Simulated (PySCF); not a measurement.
C$_{3}$H$_{10}$NSi (SMILES CC(C)[N][SiH3]), doublet, geometry from GFN2-xTB, with bond 6-1 at 2.0 times its length. Base run: DF-PBE/def2-SV(P) (PySCF).

Here is a job for PySCF.
```python
from pyscf import gto, scf, dft

mol = gto.Mole()
mol.atom = '''
    C    -1.03168335    1.41627940    0.43262065
    C    -0.75485625   -0.06269579    0.71937059
    C    -1.95336901   -0.93936973    0.29918919
    N     0.41021763   -0.57982438    0.17119726
    Si    1.70678196   -0.02210641   -0.73786580
    H    -2.85447683    2.05673392    1.43099969
    H    -1.14200511    1.56630404   -0.63869271
    H    -0.20281708    2.02598764    0.78282218
    H    -0.65548525   -0.18740293    1.81515368
    H    -1.73618709   -1.98371832    0.50302542
    H    -2.84593958   -0.64273490    0.84343636
    H    -2.12675227   -0.82150066   -0.76729518
    H     2.89010618   -0.51365032   -0.02257233
    H     1.57908167   -0.71597774   -2.02978355
    H     1.85605960    1.41916374   -0.99324642
'''
mol.basis = 'def2-sv(p)'
mol.spin = 1
mol.verbose = 4
mol.build()

mf = dft.UKS(mol)
mf.xc = 'pbe'
mf = mf.density_fit(auxbasis='def2-universal-jkfit')
mf.kernel()
```

Variants of this job, named by their change:

```tsv
change	ΔE vs base (mEh)	SCF cycles	<S^2>	outcome
base	0.000	18	0.775	converged
conv_tol_grad = 1e-3	0.000	18	0.775	converged
diis_space = 12	0.000	17	0.775	converged
conv_tol = 1e-4	0.051	8	0.755	converged
conv_tol = 1e-11	0.000	20	0.775	converged
DIIS = ADIIS	-	50	-	not converged
init_guess = huckel	0.000	30	0.775	converged
conv_tol = 1e-7	0.000	16	0.775	converged
init_guess = vsap	0.000	27	0.775	converged
diis = off (with mf.max_cycle = 100)	-	100	-	not converged
level_shift = 1.0 (with mf.max_cycle = 100)	-	100	-	not converged
init_guess = atom	0.000	26	0.775	converged
damp = 0.5; diis_start_cycle = 5	0.000	25	0.775	converged
```

Open shells are given as the SCF converged; they aren't shown to be the lowest states, and a large step between rows can be another state.
